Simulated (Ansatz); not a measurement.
## Energy profile

The step: SiHF₃ ([F][SiH]([F])[F]) + HF → SiF₄ ([F][Si]([F])([F])[F]) + H₂; bonds formed: Si1–F7, H2–H6; bonds broken: Si1–H2, H6–F7 (atoms numbered as in the saddle structure below).

```
7
angstrom
Si -0.3628 -0.1074 -0.1323
H 1.2492 -0.4481 -0.2342
F -0.5337 -1.3067 -1.1629
F -1.1967 -0.6258 1.0922
F -0.9623 1.0929 -0.9466
H 1.2571 0.3211 0.4152
F 0.5492 1.0740 0.9686
```

Electronic energies by CCSD(T) at an estimated basis limit (MP2 extrapolated from triple and quadruple zeta, plus CCSD(T) − MP2 in triple zeta), on PBE0-D4/def2-TZVP structures; SiH₂F₄, closed shell; no counterpoise correction. Ansatz 0.2.0; basis: def2-TZVPP and def2-QZVPP; cores frozen in the correlated methods. Extrapolation: Hartree–Fock as exp(−7.88 √X), correlation as X^−2.97.

(1) Give the profile in kJ/mol, counted from the separated reactants. (To be estimated.)

No T1 diagnostic of these runs exceeds 0.013.

Results:

(1) Computed:
| point | kJ/mol |
| --- | --- |
| separated: SiHF₃ (linked as [F][SiH]([F])[F]; Si1, H2, F3, F4, F5; singlet) + HF (H6, F7; singlet) | 0.0 |
| start structure | -11.7 |
| saddle | 140.1 |
| end structure | -124.8 |
| separated: SiF₄ (linked as [F][Si]([F])([F])[F]; Si1, F3, F4, F5, F7; singlet) + H₂ (H2, H6; singlet) | -123.4 |

For scale, one of the runs: CCSD(T)/def2-TZVPP, 194 basis functions, launched by `ansatz run in.yaml --threads 4 --pin off --events-out ev --progress --plain --max-ram 9574MiB`. Hardware: 4 CPU threads of an AMD EPYC 9B45, shared host. Wall time 20 s; peak host memory 2.5 GiB.
